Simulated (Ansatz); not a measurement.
Ansatz (a quantum-chemistry and plane-wave program) job for (1E)-1-bromobuta-1,3-diene (C₄H₅Br), SMILES C=C/C=C/Br, PBE0/def2-SVPD. The structure is a stationary point at B3LYP-D3(BJ)/def2-SVP. One conformer was computed; it need not be the lowest.

Ansatz 0.2 input:
```yaml
crystal:
  periodic: [false, false, false]
  atoms:
    - {symbol: C, position_ang: [-0.36922908, -3.67548612, 0.00000000]}
    - {symbol: C, position_ang: [0.38012566, -2.56070335, 0.00000000]}
    - {symbol: C, position_ang: [-0.16776523, -1.21221282, 0.00000000]}
    - {symbol: C, position_ang: [0.60213788, -0.11318424, 0.00000000]}
    - {symbol: Br, position_ang: [-0.09152528, 1.64470230, 0.00000000]}
    - {symbol: H, position_ang: [-1.46251450, -3.62612506, 0.00000000]}
    - {symbol: H, position_ang: [0.08534361, -4.66872573, 0.00000000]}
    - {symbol: H, position_ang: [1.47306442, -2.64635433, 0.00000000]}
    - {symbol: H, position_ang: [-1.25787563, -1.10862224, 0.00000000]}
    - {symbol: H, position_ang: [1.69375149, -0.14523407, 0.00000000]}
basis:
  gaussian:
    orbitals: def2-SVPD
hamiltonian:
  xc: {name: PBE0}
```

Program output:

```
WARN ansatz: RAYON_NUM_THREADS=1 ignored (pool sized by the plan → 1); use --threads N
Functional definition: PBE0
integrals: 0.10 GiB planned
1473 factors; their error is unknown
mean field: 0.85 GiB planned
mean field evaluation 1: about -74243.7195 eV, gradient 4.8e1 eV
mean field evaluation 2: about -74239.5424 eV, gradient 6.1e1 eV
mean field evaluation 4: about -74249.9309 eV, gradient 5.7e0 eV
mean field evaluation 8: about -74250.0082 eV, gradient 1.6e-1 eV
mean field evaluation 16: about -74250.1265 eV, gradient 2.0e-4 eV
mean field -74250.12653210 eV, -2728.6418215111 hartree, gradient 2.4e-5 eV, S^2 0.000000; 0 other end points of the search recorded, 0 dependent functions left out
reference -74250.12657356 eV, -2728.6418230349 hartree; 32, 32 occupied and 129, 129 virtual orbitals, 1473 factors
Total energy: -74250.12657356 eV, -2728.6418230349 hartree
```

The calculation finished and met its thresholds.
